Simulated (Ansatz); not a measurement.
**Abstraction of Cl: C2H5Cl2In + C2H5Sn → C2H5ClIn + C2H5ClSn**

Species: C2H5Cl2In `C[CH2][In]([Cl])[Cl]`, singlet; C2H5Sn `C=[CH][SnH2]`, doublet; C2H5ClIn `C[CH2][In][Cl]`, doublet; C2H5ClSn `C=[CH][SnH2][Cl]`, singlet. A radical takes Cl: the energy is the difference in strength between the In–Cl bond broken and the Sn–Cl bond made.

Shapes, held fixed at every level: PBE0-D4/def2-TZVP. Flexible molecules stand in one conformer, not always the lowest. Programs: Ansatz 0.2.0. Electronic energies: no zero-point or thermal term.

```csv
level,kind,ΔE (kJ/mol),less CCSD(T)/def2-TZVPP
MP2/def2-TZVPP,perturbation theory,-15.5,-6.9
HF/def2-TZVPP,Hartree–Fock,-7.4,+1.2
PBE-D4/def2-TZVPP,GGA,-20.4,-11.8
PBE0-D4/def2-TZVPP,global hybrid,-15.1,-6.5
wB97X-V/def2-TZVPP,range-separated hybrid,-10.6,-2.0
CCSD/def2-TZVPP,coupled cluster or CI,-9.0,-0.4
CCSD(T)/def2-TZVPP,coupled cluster or CI,-8.6,0.0
```

The highest level, CCSD(T)/def2-TZVPP, gives ΔE = -8.6 kJ/mol; the levels span -20.4 to -7.4. The column of differences is taken from that level and isn't an error. No measured value is set beside it here. Spin contamination: C2H5Sn (⟨S²⟩ up to 0.83), C2H5ClIn (⟨S²⟩ up to 0.80). Open shells run unrestricted. For atoms past krypton def2 sets carry core potentials with scalar relativity. Outer-core shells of In, Sn are correlated in most correlated rows, in sets that cover them unevenly.
